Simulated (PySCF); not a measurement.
**Pt²⁺: excitation energy**

Pt²⁺ [Xe] 4f14 5d8 (3F) → Pt²⁺ [Xe] 4f14 5d7 6s1 (5F), as a difference of total energies. Computed with PySCF 2.14 in x2c-TZVPPall with one added diffuse shell each of s, p, d, f type (12s8p8d4f1g, 113 functions), with the spin-free X2C one-electron Hamiltonian (Gaussian nucleus). Correlated levels: valence: [Xe] 4f14 frozen. The calculations carry no spin-orbit coupling.

| method | excitation energy (eV) |
| --- | --- |
| UHF | 2.591 |
| MP2 (valence) | 3.103 |
| SCS-MP2 (valence) | 3.438 |
| CCSD (valence) | 3.064 |
| CCSD(T) (valence) | 3.096 |

Task: How much does correlation contribute at CCSD(T) (valence)?

Result: 3.096 − (2.591) = 0.505 eV, measured against UHF.

A first-order spin-orbit estimate (lowest level to lowest level, LS coupling) adds -0.037 eV.
